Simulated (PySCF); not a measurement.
An equivalent PySCF input for K²⁺ (potassium, charge +2), [Ne] 3s2 3p5, 2P determinant, with no relativity, point nucleus:

```python
from pyscf import gto, scf, dft, mp, cc
import basis_set_exchange as bse
mol = gto.M(atom="K 0 0 0", charge=2, spin=1, symmetry="D2h",
            basis=gto.basis.parse(bse.get_basis("6-31G*", elements=["K"], fmt="nwchem", header=False)))
mf = dft.UKS(mol, xc="B88,P86")
mf.irrep_nelec = {'Ag': (3, 3), 'B1u': (2, 2), 'B2u': (2, 2), 'B3u': (2, 1)}
mf.kernel()
```

It reaches the same state as the run whose output follows, with an energy that differs only through the grid. The run itself started from symmetry-adapted Hartree-Fock orbitals and held the occupation by maximum overlap, on a logarithmic radial grid, so the iterations belong to that start.

```
SCF conv_tol = 1e-09
number electrons alpha = 9  beta = 8
XC functionals = B88,P86
    A. D. Becke.,  Phys. Rev. A 38, 3098 (1988)
    J. P. Perdew.,  Phys. Rev. B 33, 8822 (1986)
cycle= 1 E= -598.553361644476  delta_E= -0.0022  |g|= 0.00503  |ddm|= 0.0592
cycle= 2 E= -598.553375350246  delta_E= -1.37e-05  |g|= 0.000424  |ddm|= 0.00463
cycle= 3 E= -598.553375451596  delta_E= -1.01e-07  |g|= 3.65e-05  |ddm|= 0.000403
cycle= 4 E= -598.553375452366  delta_E= -7.71e-10  |g|= 4.49e-08  |ddm|= 3.6e-05
converged SCF energy = -598.553375452366  <S^2> = 0.75155064  2S+1 = 2.00155
```
